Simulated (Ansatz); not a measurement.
Consider the formal exchange of groups at the Al–Ge bond: `[GeH3][Al]1[CH]=[CH]1` + CH₄ → `[CH3][Al]1[CH]=[CH]1` + GeH₄.

Gas-phase electronic energies from Ansatz, PBE0-D4/def2-TZVP geometries. CBS: MP2 limit from def2 TZ/QZ plus the TZ coupled-cluster correction, frozen cores. This one scheme is used for every species. Functionals use def2-TZVPP. HSE06 is defined as in plane-wave codes. For Ge outer-core shells are correlated without core-valence functions, which leaves a few kJ/mol of doubt a bond. Scalar relativity is left out up to krypton.

Problem. Is it downhill or uphill in electronic energy at CCSD(T)/CBS, and by how much? (Estimate.)

Solution. Computed: Uphill: ΔE = +10.1 kcal/mol.

Problem. What do these levels give: LDA (SPW92), revPBE-D4, PBE0-D4, ωB97X-V, revPBE, r2SCAN, HSE06, CAM-B3LYP, LC-ωPBE, HF/def2-TZVPP, SCS-MP2/def2-TZVPP, SCS-MP2/def2-QZVPP? (Best estimate.)

Solution. Computed: LDA (SPW92) 10.2, revPBE-D4 10.9, PBE0-D4 10.9, ωB97X-V 8.9, revPBE 11.4, r2SCAN 10.2, HSE06 10.8, CAM-B3LYP 8.5, LC-ωPBE 8.6, HF/def2-TZVPP 8.7, SCS-MP2/def2-TZVPP 9.2, SCS-MP2/def2-QZVPP 9.0 kcal/mol.

Largest T1 diagnostic among the species: 0.013.

From BLYP to BHLYP (50 % exact exchange), in def2-TZVPP and without D4, ΔE moves by −1.0 kcal/mol. Leaving LDA and LC-ωPBE aside and taking each functional with its dispersion term where it has one, the values, not all of them listed here, spread over 3.0 kcal/mol, from ωB97M-V to PBE-D4. LDA lies −1.0 kcal/mol from PBE without D4.
